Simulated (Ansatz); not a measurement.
`[AlH2][O]C[SiH2][SiH3]`, relaxed with RKS PBE-D4/def2-SVP in Ansatz 0.2.0 from a rough embedded geometry. The force threshold is 0.03 eV/Å; the program also tests the step.

The species carries charge 0 and has multiplicity 1.

Start:

```xyz
14

Al    3.122   -0.591   -0.675
O     1.871    0.376    0.187
C     0.623   -0.100   -0.167
Si   -0.752    0.814    0.761
Si   -2.730    0.097    0.232
H     3.800   -1.913   -0.070
H     3.637   -0.129   -2.160
H     0.371   -0.032   -1.257
H     0.510   -1.226    0.169
H    -0.586    2.260    0.403
H    -0.458    0.712    2.229
H    -3.747    0.830    0.971
H    -2.765   -1.317    0.584
H    -2.896    0.218   -1.206
```

| step | energy (eV) | largest force (eV/Å) | largest move (Å) |
| --- | --- | --- | --- |
| 1 | -25557.0531 | 2.492 | 0.000 |
| 2 | -25557.5194 | 1.006 | 0.152 |
| 3 | -25557.6067 | 0.412 | 0.146 |
| 4 | -25557.6537 | 0.862 | 0.173 |
| 5 | -25557.7096 | 1.143 | 0.200 |
| 6 | -25557.7634 | 0.850 | 0.195 |
| 7 | -25557.8269 | 0.128 | 0.200 |
| 8 (rejected) | -25557.8256 | 1.082 | 0.178 |
| 9 | -25557.8397 | 0.061 | 0.089 |
| 10 | -25557.8500 | 0.176 | 0.099 |
| 11 | -25557.8574 | 0.432 | 0.145 |
| 12 (rejected) | -25557.8547 | 0.399 | 0.104 |
| 13 | -25557.8674 | 0.186 | 0.052 |
| 14 | -25557.8790 | 0.077 | 0.096 |
| 15 | -25557.8891 | 0.313 | 0.144 |
| 16 (rejected) | -25557.8880 | 0.389 | 0.165 |
| 17 | -25557.9013 | 0.110 | 0.083 |
| 18 | -25557.9108 | 0.054 | 0.100 |
| 19 | -25557.9187 | 0.186 | 0.146 |
| 20 (rejected) | -25557.9183 | 0.248 | 0.176 |
| 21 | -25557.9232 | 0.104 | 0.086 |
| 22 | -25557.9249 | 0.087 | 0.100 |
| 23 | -25557.9282 | 0.120 | 0.127 |
| 24 | -25557.9296 | 0.088 | 0.028 |
| 25 | -25557.9313 | 0.055 | 0.057 |
| 26 | -25557.9321 | 0.019 | 0.026 |

End:

```xyz
14

Al    3.252   -0.163   -0.598
O     1.803   -0.873    0.002
C     0.436   -0.854   -0.339
Si   -0.505    0.412    0.758
Si   -2.809    0.461    0.265
H     4.546   -0.464    0.275
H     3.199    0.696   -1.946
H     0.258   -0.597   -1.412
H    -0.007   -1.864   -0.182
H     0.101    1.773    0.514
H    -0.298    0.069    2.209
H    -3.518    1.488    1.109
H    -3.428   -0.886    0.532
H    -3.030    0.801   -1.187
```

Run time 39 s (4 threads of an Arm Neoverse V2 on a shared host); peak host memory 0.19 GiB.
